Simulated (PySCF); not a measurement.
Br₃Pb (SMILES [Br][Pb-]([Br])[Br]), charge -1, singlet, geometry from GFN2-xTB (such geometries of metal compounds can be far from the true shape) (core potentials on Pb); DF-PBE/def2-TZVPP (PySCF).

Here is a job for PySCF.
```python
from pyscf import gto, scf, dft

mol = gto.Mole()
mol.atom = '''
    Pb    0.00820769    0.00020724    0.64410568
    Br    0.59399997   -2.35577859   -0.50990885
    Br    1.73324161    1.69765048   -0.52573010
    Br   -2.34647102    0.65764259   -0.47340865
'''
mol.basis = 'def2-tzvpp'
mol.ecp = {'Pb': 'def2-tzvpp'}
mol.charge = -1
mol.verbose = 4
mol.max_memory = 1800
mol.build()

mf = dft.RKS(mol)
mf.xc = 'pbe'
mf = mf.density_fit(auxbasis='def2-universal-jkfit')
mf.kernel()
```

It wrote (shortened):

```
PySCF version 2.14.0

[INPUT] verbose = 4
[INPUT] num. atoms = 4
[INPUT] num. electrons = 128
[INPUT] charge = -1
[INPUT] spin (= nelec alpha-beta = 2S) = 0
[INPUT] symmetry False subgroup None
[INPUT] Mole.unit = angstrom
[INPUT] Symbol           X                Y                Z      unit          X                Y                Z       unit  Magmom
[INPUT]  1 Pb     0.008207690000   0.000207240000   0.644105680000 AA    0.015510286215   0.000391626842   1.217183330477 Bohr   0.0
[INPUT]  2 Br     0.593999970000  -2.355778590000  -0.509908850000 AA    1.122497261300  -4.451776345214  -0.963588074992 Bohr   0.0
[INPUT]  3 Br     1.733241610000   1.697650480000  -0.525730100000 AA    3.275351950600   3.208094462436  -0.993485904440 Bohr   0.0
[INPUT]  4 Br    -2.346471020000   0.657642590000  -0.473408650000 AA   -4.434187587029   1.242764382950  -0.894612693500 Bohr   0.0

nuclear repulsion = 916.628594914631
number of shells = 64
number of NR pGTOs = 400
number of NR cGTOs = 194
basis = def2-tzvpp
ecp = {'Pb': 'def2-tzvpp'}

******** <class 'pyscf.df.df_jk.DFRKS'> ********
method = DFRKS
initial guess = minao
damping factor = 0
level_shift factor = 0
DIIS = <class 'pyscf.scf.diis.CDIIS'>
diis_start_cycle = 1
diis_space = 8
diis_damp = 0
SCF conv_tol = 1e-09
SCF conv_tol_grad = None
SCF max_cycles = 50
direct_scf = False
XC library pyscf.dft.libxc version 7.1.2
    S. Lehtola, C. Steigemann, M. J. T. Oliveira, and M. A. L. Marques,  SoftwareX 7, 1–5 (2018)
XC functionals = pbe
    J. P. Perdew, K. Burke, and M. Ernzerhof,  Phys. Rev. Lett. 77, 3865 (1996)
    J. P. Perdew, K. Burke, and M. Ernzerhof,  Phys. Rev. Lett. 78, 1396 (1997)
    J. P. Perdew, K. Burke, and M. Ernzerhof,  Phys. Rev. Lett. 77, 3865 (1996)
    J. P. Perdew, K. Burke, and M. Ernzerhof,  Phys. Rev. Lett. 78, 1396 (1997)
radial grids:
    Treutler-Ahlrichs [JCP 102, 346 (1995); DOI:10.1063/1.469408] (M4) radial grids

becke partition: Becke, JCP 88, 2547 (1988); DOI:10.1063/1.454033
pruning grids: <function nwchem_prune>
grids dens level: 3
symmetrized grids: False
atomic radii adjust function: <function treutler_atomic_radii_adjust>
small_rho_cutoff = 0
Set gradient conv threshold to 3.16228e-05
Initial guess from minao.
tot grids = 84504
init E= -7879.42955196064
  HOMO = -0.532602433284543  LUMO = -0.481084465023466  gap/eV = 1.40188
cycle= 1 E= -7911.77296637081  delta_E= -32.3  |g|= 3.24  |ddm|= 10.8
  HOMO = 0.326093659581414  LUMO = 0.369074069920827  gap/eV = 1.16956
cycle= 2 E= -7865.90367976459  delta_E= 45.9  |g|= 7.33  |ddm|= 40.6
  HOMO = -0.191278608470108  LUMO = -0.116386260547764  gap/eV = 2.03792
cycle= 3 E= -7913.3945788775  delta_E= -47.5  |g|= 2.01  |ddm|= 40.4
  HOMO = -0.083949454264496  LUMO = 0.043041035584264  gap/eV = 3.45559
cycle= 4 E= -7914.42362111794  delta_E= -1.03  |g|= 0.899  |ddm|= 2.79
  HOMO = -0.0838592057898039  LUMO = 0.0448932082715256  gap/eV = 3.50353
cycle= 5 E= -7914.45792552901  delta_E= -0.0343  |g|= 0.336  |ddm|= 0.556
  HOMO = -0.0843331260591637  LUMO = 0.0540175502133693  gap/eV = 3.76471
cycle= 6 E= -7914.48738111209  delta_E= -0.0295  |g|= 0.22  |ddm|= 0.464
  HOMO = -0.0739003903043418  LUMO = 0.0648803705086303  gap/eV = 3.77642
cycle= 7 E= -7914.49561456511  delta_E= -0.00823  |g|= 0.0618  |ddm|= 0.281
  HOMO = -0.071739486500465  LUMO = 0.0670495909245428  gap/eV = 3.77664
cycle= 8 E= -7914.49633908548  delta_E= -0.000725  |g|= 0.016  |ddm|= 0.0935
  HOMO = -0.070600755922635  LUMO = 0.0687430797996896  gap/eV = 3.79174
cycle= 9 E= -7914.49639828779  delta_E= -5.92e-05  |g|= 0.00348  |ddm|= 0.0296
  HOMO = -0.0706947229035348  LUMO = 0.0684825710274526  gap/eV = 3.78721
cycle= 10 E= -7914.49640241674  delta_E= -4.13e-06  |g|= 0.000449  |ddm|= 0.00619
  HOMO = -0.0707604562302997  LUMO = 0.0684347547851746  gap/eV = 3.78769
cycle= 11 E= -7914.49640247221  delta_E= -5.55e-08  |g|= 4.81e-05  |ddm|= 0.00085
  HOMO = -0.07075745133591  LUMO = 0.0684379482266701  gap/eV = 3.78770
cycle= 12 E= -7914.49640247264  delta_E= -4.31e-10  |g|= 3.43e-05  |ddm|= 8.6e-05
  HOMO = -0.070756784761331  LUMO = 0.0684386592637824  gap/eV = 3.78770
cycle= 13 E= -7914.49640247291  delta_E= -2.75e-10  |g|= 5.59e-06  |ddm|= 4.34e-05
  HOMO = -0.070756820089396  LUMO = 0.0684386656654933  gap/eV = 3.78770
Extra cycle  E= -7914.49640247291  delta_E= 7.28e-12  |g|= 9.4e-06  |ddm|= 1.58e-05
converged SCF energy = -7914.49640247291
```
